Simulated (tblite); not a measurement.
Species: C4H3F2N2Si (doublet state).
Z-matrix (Å and degrees, GFN2-xTB geometry), rows numbered from 1:
```
N 
C   1  1.1521
Si  2  1.8330  1  174.04
C   3  1.9170  2  108.88  1  -122.20
C   4  1.5160  3  109.62  2   168.94
F   5  1.3672  4  110.17  3    56.39
F   5  1.3650  4  110.59  3   -59.20
C   5  1.4658  4  111.42  3   178.29
N   8  1.1405  5  176.77  4    -4.42
H   3  1.4511  2  117.32  1   104.21
H   4  1.0927  3  111.13  2   -71.81
H   4  1.0911  3  111.78  2    48.58
```

Method: GFN2-xTB as coded in tblite; computed harmonic values from a numerical Hessian at the method's own geometry, unscaled. This tight-binding method is rough: wavenumbers can miss measured ones by several per cent, in bad cases by 10 to 20. Modes of hydrogen on silicon can be 10 to 20 % off. One conformer, not necessarily the lowest. Open shells enter through the occupations alone, without spin polarisation, and single modes of such species can be off by tens of per cent.

Harmonic wavenumbers (cm⁻¹): 25.7, 53.9, 66.7, 125.9, 165.6, 176.5, 270.6, 321.3, 332.1, 372.9, 410.5, 437.8, 564.1, 566.9, 584.1, 680.6, 743.4, 773.3, 785.8, 942.8, 1066.5, 1124.9, 1147.8, 1239.4, 1433.1, 2250.0, 2378.9, 2411.7, 2964.5, 2994.8.

A = 3229, B = 659.1, C = 611.4 MHz; mass 145.003 u (most abundant isotopes); point group C1, symmetry number 1; spin multiplicity 2.

Q: What is the zero-point energy?

A: Half the sum of the wavenumbers: 13706 cm⁻¹ = 163.96 kJ/mol.

Q: Give the ideal-gas entropy at 500 K and 1 bar in the rigid-rotor, harmonic-oscillator model (classical rotation).

A: Translation 181.67, rotation 131.52, vibration 210.01, spin (R ln 2) 5.76: S = 529.0 J/(mol K).

Q: And Cp and H(500 K) − H(0)?

A: Cp = 194.35 J/(mol K), of which vibrations give 161.09 (their classical limit is 30 R = 249.4); H(500 K) − H(0) = 65.43 kJ/mol without the zero-point energy, 48.80 from vibrations.

Q: Which modes carry the vibrational entropy at 500 K?

A: 25.7 cm⁻¹: 29.97; 53.9 cm⁻¹: 23.82; 66.7 cm⁻¹: 22.05; 125.9 cm⁻¹: 16.80; 165.6 cm⁻¹: 14.56; 176.5 cm⁻¹: 14.04 J/(mol K); the other 24 give 88.78 together.

Q: Blend soft modes into free rotors: weight 1/[1 + (100 cm⁻¹/ν̃)⁴] for the oscillator and the rest for a rotor with moment μB/(μ + B), μ = h/(8π²ν), B = 10⁻⁴⁴ kg m². What vibrational entropy results?

A: 186.43 J/(mol K) in place of 210.01, which changes −T·S at 500 K by +11.79 kJ/mol.

Hindered rotation and anharmonicity are outside this model. Other conformers, if any are populated, would add a mixing term that is left out. The structure is chiral; the term R ln 2 for an equal mix with its mirror image is left out.
